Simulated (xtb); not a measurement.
xtb input (GFN-FF):

```bash
xtb mol.xyz --gfnff --opt tight --chrg 0 --uhf 0
```
mol.xyz:
```
5

F      0.05928714    -0.25567065     1.56967896
C      0.00934453    -0.04029747     0.24740459
Cl     1.52635449    -0.61849578    -0.47305828
Cl    -1.37463458    -0.93498802    -0.41503778
Cl    -0.18640528     1.70306149    -0.03022972
```

End of the output:

```
         :::::::::::::::::::::::::::::::::::::::::::::::::::::
         ::                     SUMMARY                     ::
         :::::::::::::::::::::::::::::::::::::::::::::::::::::
         :: total energy              -0.380544917336 Eh    ::
         :: gradient norm              0.000083822967 Eh/a0 ::
         ::.................................................::
         :: bond energy               -0.380026132711 Eh    ::
         :: angle energy               0.000020931831 Eh    ::
         :: torsion energy             0.000000000000 Eh    ::
         :: repulsion energy           0.017527376461 Eh    ::
         :: electrostat energy        -0.015016555261 Eh    ::
         :: dispersion energy         -0.003050537656 Eh    ::
         :: HB energy                  0.000000000000 Eh    ::
         :: XB energy                  0.000000000000 Eh    ::
         :: bonded atm energy          0.000000000000 Eh    ::
         :: external energy            0.000000000000 Eh    ::
         :: add. restraining           0.000000000000 Eh    ::
         :: total charge              -0.000000000000 e     ::
         :::::::::::::::::::::::::::::::::::::::::::::::::::::

           -------------------------------------------------
          |                Property Printout                |
           -------------------------------------------------

molecular dipole:
                 x           y           z       tot (Debye)
 q only:       -0.025       0.109      -0.671       1.730
           -------------------------------------------------
          |                Geometry Summary                 |
           -------------------------------------------------

      molecular mass/u    :      137.3679518
   center of mass at/Å    :       -0.0001426       0.0006150      -0.0037756
  moments of inertia/u·Å² :        0.2073994E+03   0.2073994E+03   0.2929630E+03
rotational constants/cm⁻¹ :        0.8128103E-01   0.8128103E-01   0.5754184E-01

 * 4 selected distances

     #   Z          #   Z                                           value/Å
     1   9 F        2   6 C                                       1.3313311 (min)
     2   6 C        3  17 Cl                                      1.7635790 (max)
     2   6 C        4  17 Cl                                      1.7635790
     2   6 C        5  17 Cl                                      1.7635790

 * 2 distinct bonds (by element types)

   Z      Z             #   av. dist./Å        max./Å        min./Å
   6 C    9 F           1     1.3313311     1.3313311     1.3313311
   6 C   17 Cl          3     1.7635790     1.7635790     1.7635790

optimized geometry written to: xtbopt.xyz

           -------------------------------------------------
          | TOTAL ENERGY               -0.380544917336 Eh   |
          | GRADIENT NORM               0.000083822967 Eh/α |
           -------------------------------------------------
########################################################################
[WARNING] Runtime exception occurred
-1- gfnff_setup: Could not read topology file.
########################################################################

------------------------------------------------------------------------
Note: The following floating-point exceptions are signalling: IEEE_UNDERFLOW_FLAG IEEE_DENORMAL
normal termination of xtb
------------------------------------------------------------------------
 total:
 SCF:
 ANC optimizer:
```
